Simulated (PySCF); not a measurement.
An unknown shows these calculated signals:

¹H NMR (300 MHz, computed): δ 8.76 (m, 1H), 8.64 (m, 1H), 5.06 (t, 2H), 5.02 (m, 1H), 4.93 (m, 1H), 2.15 (t, 2H), 1.97 (s, 3H).

¹³C{¹H} NMR (computed): δ 171.0 (CH2), 149.5 (C), 116.0 (CH2), 30.4 (CH2), 27.1 (CH3).

Rapidly exchanging positions averaged, one conformer, non-relativistic Hamiltonian, in vacuum. GFN2-xTB geometry; NMR shieldings at PBE0/pcSseg-1/GIAO; PySCF 2.14.

References, each an isolated molecule treated in the same way: TMS for ¹H (σref 31.72), ¹³C (σref 186.93).

Question: Which of these does the molecule contain: a non-aromatic C=C double bond, a Si–H bond, an amide, a (CH3)2CH unit, a CF3 group?

Answer: 
- A non-aromatic C=C double bond: yes.
- A Si–H bond: yes (δH 5.06 (t)).
- An amide: no.
- A (CH3)2CH unit: no.
- A CF3 group: no.

The data belong to `C=N[SiH2]CC(=C)C`, C$_{5}$H$_{11}$NSi; they needn't prove each group on their own.

Carbon signals by region: 1 in the far downfield region (above 160 ppm), 2 in the sp2 and nitrile region (100–160 ppm), 2 below 50 ppm. Above 160 ppm: 171.0, C=N carbon.

Shifts are as computed. Against solution values, carbons near 30 ppm lie about +3 ppm off and those near 130 ppm about +5 ppm. Of 1211 compounds with measured shifts, 218 miss one by over three times the rms of a fit or turn the order of signals round; such compounds aren't used in these exercises. Multiplicities follow the n + 1 count of equivalent neighbours, as no J values were calculated; m marks all less simple cases, F and P coupling included.
